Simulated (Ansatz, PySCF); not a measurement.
Si(Cl)(Br)(NH2)2 (BrClH4N2Si), SMILES N[Si](N)(Cl)Br. Atoms are numbered in the order given.

```xyz
9

N     -1.6818    -1.3066     0.4127
Si    -0.1491    -0.5665     0.3942
N      1.0519    -1.7705     0.3572
Cl    -0.1529     0.6875     2.0444
Br     0.3091     0.7422    -1.3586
H     -1.9255    -1.9667    -0.3176
H     -2.4868    -0.7921     0.7504
H      1.0508    -2.4988     1.0631
H      1.9831    -1.5545     0.0222
```
Charge 0, spin multiplicity 1.

The structure is a stationary point at PBE0-D3(BJ)/def2-SVP. This is a generated structure with no PubChem entry under its InChIKey; it may be hypothetical. One conformer was computed; it need not be the lowest.

Two levels are set side by side: PBE-D3(BJ)/def2-SVP (Ansatz, a quantum-chemistry and plane-wave program) and PBE0-D3(BJ)/def2-SVP (Ansatz). Each level has its own optimised geometry; the coordinates shown are those of the second. Frequencies come from the Hessian of PySCF at each geometry. Differences are taken from unrounded values.

```json
[
 {"quantity": "mean bond length (Å)", "PBE0-D3(BJ)": "1.471"},
 {"quantity": "bond N1–Si2 (Å)", "PBE0-D3(BJ)": "1.702"},
 {"quantity": "bond Si2–N3 (Å)", "PBE0-D3(BJ)": "1.701"},
 {"quantity": "bond Si2–Cl4 (Å)", "PBE0-D3(BJ)": "2.073"},
 {"quantity": "bond Si2–Br5 (Å)", "PBE0-D3(BJ)": "2.235"},
 {"quantity": "bond N1–H6 (Å)", "PBE0-D3(BJ)": "1.014"},
 {"quantity": "bond N1–H7 (Å)", "PBE0-D3(BJ)": "1.013"},
 {"quantity": "bond N3–H8 (Å)", "PBE0-D3(BJ)": "1.014"},
 {"quantity": "bond N3–H9 (Å)", "PBE0-D3(BJ)": "1.013"},
 {"quantity": "highest harmonic wavenumber (cm⁻¹)", "PBE0-D3(BJ)": "3724"},
 {"quantity": "mean harmonic wavenumber (cm⁻¹)", "PBE0-D3(BJ)": "1177"},
 {"quantity": "zero-point energy (kcal/mol)", "PBE0-D3(BJ)": "35.34"}
]
```

Question: What does PBE-D3(BJ) give, and how far is it from PBE0-D3(BJ)? (An estimate is asked for; the answer gives what the named calculation found.)

Answer: 
```csv
quantity,PBE-D3(BJ),PBE-D3(BJ) minus PBE0-D3(BJ)
mean bond length (Å),1.484,0.013
bond N1–Si2 (Å),1.718,0.016
bond Si2–N3 (Å),1.717,0.016
bond Si2–Cl4 (Å),2.090,0.017
bond Si2–Br5 (Å),2.255,0.020
bond N1–H6 (Å),1.024,0.009
bond N1–H7 (Å),1.023,0.009
bond N3–H8 (Å),1.024,0.009
bond N3–H9 (Å),1.022,0.009
highest harmonic wavenumber (cm⁻¹),3595,-129
mean harmonic wavenumber (cm⁻¹),1140,-37
zero-point energy (kcal/mol),34.22,-1.12
```

Exact exchange shortens and stiffens bonds; PBE has none. Differences between two approximate levels are no errors against the true value.
